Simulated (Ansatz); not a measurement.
Relaxation of C$_{2}$H$_{10}$OSi$_{2}$ (15 atoms, charge 0, multiplicity 1), to a largest force component of 0.015 eV/Å in at most 40 steps.

Level of theory: RKS LDA/def2-SVP (Ansatz).

```xyz
15
Properties=species:S:1:pos:R:3:forces:R:3
C -1.004 -0.447 1.267 -1.20 3.14 -0.81
C 0.150 0.088 0.448 0.46 0.86 0.18
Si 1.383 -1.232 0.028 1.11 0.04 1.39
Si -0.193 0.826 -1.233 -3.41 0.13 1.01
O -1.337 2.072 -1.117 0.42 -0.34 0.54
H -1.749 0.435 1.460 0.87 -1.17 -0.16
H -0.710 -0.814 2.224 0.50 -0.72 1.31
H -1.574 -1.167 0.722 -0.78 -1.25 -0.63
H 0.659 0.885 1.080 0.06 -0.43 -0.58
H 2.604 -0.659 -0.619 0.07 0.07 -0.30
H 0.812 -2.311 -0.769 -0.41 -0.59 -0.58
H 1.909 -1.841 1.324 -0.14 -0.02 -0.18
H 0.897 1.396 -1.888 2.24 0.57 -0.95
H -0.901 -0.195 -2.094 0.34 -0.34 -0.06
H -1.765 2.289 -1.958 -0.13 0.05 -0.18
```

Question: Where does it end, and by what steps?

Answer: The forces met the threshold. The force dipped under the threshold on the way, but the program's further checks kept it going. After 8 steps the energy has fallen by 0.540 eV; H15 moved furthest, 0.38 Å.

```tsv
step	energy less start (eV)	largest force component (eV/Å)	accepted
0	0.0000	3.412	yes
1	-0.4691	1.025	yes
2	-0.5248	0.327	yes
3	-0.5351	0.093	yes
4	-0.5377	0.054	yes
5	-0.5393	0.044	yes
6	-0.5396	0.015	yes
7	-0.5398	0.014	yes
8	-0.5399	0.010	yes
```

```xyz
15
Properties=species:S:1:pos:R:3
C -1.015 -0.353 1.137
C 0.219 0.103 0.365
Si 1.451 -1.294 0.133
Si -0.268 0.857 -1.265
O -1.453 1.970 -0.892
H -1.755 0.472 1.230
H -0.765 -0.712 2.160
H -1.530 -1.192 0.615
H 0.757 0.909 0.921
H 2.659 -0.843 -0.650
H 0.796 -2.435 -0.607
H 1.910 -1.810 1.475
H 0.928 1.504 -1.925
H -0.808 -0.213 -2.192
H -1.945 2.365 -1.632
```

The run took 9.3 s on 2 threads of Intel(R) Xeon(R) 6975P-C (Granite Rapids), on a shared host, peak memory 0.18 GiB.
